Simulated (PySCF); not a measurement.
C2Hf, SMILES [C]1[C][Hf]1 (connectivity only; charge and spin as stated), neutral, multiplicity 1.

Geometry: PBE0-D3(BJ)/def2-TZVP. The geometry has at least one imaginary mode, so it is a saddle point at that level. The spin state was assumed, not searched. The def2 effective core potentials stand for the cores of Hf; spin–orbit coupling is left out.

Calculation: PySCF with TDA-M06-2X/def2-TZVPD.

Vertical excitations. Gas-phase values at a fixed geometry. State labels are in the subgroup C2v.

Task: Estimate the UV-visible absorptions. (Estimate from the structure and the level; the computed values follow.)

Result: 
| state | symmetry | energy (eV) | λ (nm) | f | main pairs |
|---|---|---|---|---|---|
| S1 | B2 | 0.75 | 1664 | 0.005 | HOMO→LUMO 95 % |
| S2 | A2 | 0.79 | 1561 | 0.000 | HOMO→LUMO+1 98 % |
| S3 | A1 | 1.20 | 1037 | 0.000 | HOMO→LUMO+2 88 % |
| S4 | B1 | 1.86 | 668 | 0.050 | HOMO→LUMO+3 75 %, HOMO→LUMO+6 20 % |
| S5 | A1 | 2.11 | 586 | 0.120 | HOMO→LUMO+4 85 % |
| S6 | B2 | 3.40 | 364 | 0.136 | HOMO−1→LUMO 63 %, HOMO→LUMO+5 20 % |
| S7 | B2 | 3.58 | 346 | 0.091 | HOMO→LUMO+5 70 %, HOMO−1→LUMO 25 % |
| S8 | A2 | 3.85 | 322 | 0.000 | HOMO−2→LUMO 85 % |
| S9 | A2 | 3.91 | 317 | 0.000 | HOMO−1→LUMO+1 94 % |
| S10 | A1 | 4.17 | 297 | 0.009 | HOMO−1→LUMO+2 92 % |
| T2 | B1 | 0.59 | 2111 | 0 | HOMO→LUMO+3 91 % |
| T3 | A1 | 0.90 | 1382 | 0 | HOMO→LUMO+4 92 % |
| T4 | B2 | 2.26 | 548 | 0 | HOMO−1→LUMO 53 %, HOMO→LUMO+5 33 % |
Triplets are in the Tamm–Dancoff approximation.
